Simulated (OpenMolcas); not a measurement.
Computed levels of 4s² 4p in ions with 31 electrons, in cm-1 above ²P°_1/2.

* Program: OpenMolcas 26.06
* Method: CASSCF
* Basis: ANO-R2
* Scalar Hamiltonian: X2C, finite nucleus
* Spin-orbit coupling: state interaction with AMFI integrals over the reference wave functions, term energies averaged over their components

Active space for each ion: 3 electrons in 4 orbitals (4s 4p).

```json
{"Level": "²P°_3/2", "As2+": "2595", "Se3+": "3867", "Kr5+": "7410"}
```

Q: Estimate ²P°_3/2 for Br4+ from its neighbours Se3+ and Kr5+.

A: ²P°_3/2 is fine structure, which grows about as the fourth power of a screened charge, so the fourth roots are averaged: ((3867^0.25 + 7410^0.25) / 2)^4 = 5424. The calculation gives 5496, so the estimate is off by -1.3 %; the measured value is 6090 (Moore, Atomic Energy Levels, vol. II, NSRDS-NBS 35 (1971 reprint of NBS Circular 467, 1952)).

Computed and measured levels are paired by configuration, term and J; levels that our copy of the source lacks, or whose pairing is in doubt (as where it misses far off the trend of its configuration), stay unpaired and out of the deviations. Levels of configurations outside the active space are missing.

° marks odd parity.
